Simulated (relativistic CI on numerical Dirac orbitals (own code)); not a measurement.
**Ligand-field terms of d5**

Computed with a parametric ligand-field model of a d^n configuration (Racah B and C, spin-orbit zeta, crystal field), exact diagonalisation.

Field parameters in Wybourne normalisation: Oh B⁴₀ = 21Dq, B⁴₄ = √(5/14) B⁴₀. The field is a parameter set, without covalency, and values of 10Dq over about 45,000 cm⁻¹ lie beyond real compounds.

B = 1130 cm⁻¹, C = 5410 cm⁻¹ (C/B = 4.79), Oh, no spin-orbit coupling. Tanabe-Sugano data, E/B above the lowest term (Δ = |10Dq|; b, c mark the second and third term of a kind):

```
 Δ/B    6A1    4T1    4T2  4T1(b)    2T2    2A2
 1.0   0.00  33.81  33.92   40.63  49.14  49.21
 3.0   0.00  32.91  33.75   41.46  47.86  48.52
 5.0   0.00  31.51  33.41   42.70  45.46  47.35
 7.0   0.00  29.87  32.84   44.08  42.41  45.88
 9.0   0.00  28.12  32.04   45.45  39.04  44.25
11.0   0.00  26.30  30.99   46.74  35.51  42.51
13.0   0.00  24.44  29.72   47.88  31.89  40.71
15.0   0.00  22.55  28.29   48.83  28.21  38.86
17.0   0.00  20.64  26.72   49.60  24.48  36.99
19.0   0.00  18.72  25.07   50.19  20.71  35.09
21.0   0.00  16.79  23.35   50.64  16.92  33.17
23.0   0.00  14.85  21.57   50.99  13.11  31.24
25.0   0.00  12.90  19.76   51.24   9.28  29.30
27.0   0.00  10.94  17.92   51.45   5.44  27.36
29.0   0.00   8.98  16.05   51.60   1.58  25.40
31.0   2.29   9.31  16.46   54.02   0.00  25.73
33.0   6.17  11.22  18.44   58.00   0.00  27.65
35.0  10.06  13.14  20.42   61.97   0.00  29.57
37.0  13.96  15.07  22.39   65.93   0.00  31.49
39.0  17.86  16.99  24.37   69.90   0.00  33.42
41.0  21.77  18.93  26.34   73.85   0.00  35.36
43.0  25.68  20.86  28.31   77.81   0.00  37.30
45.0  29.61  22.81  30.28   81.77   0.00  39.24
47.0  33.53  24.75  32.26   85.72   0.00  41.18
```

The ground term changes from 6A1 to 2T2 between Δ/B = 29.0 and 31.0.
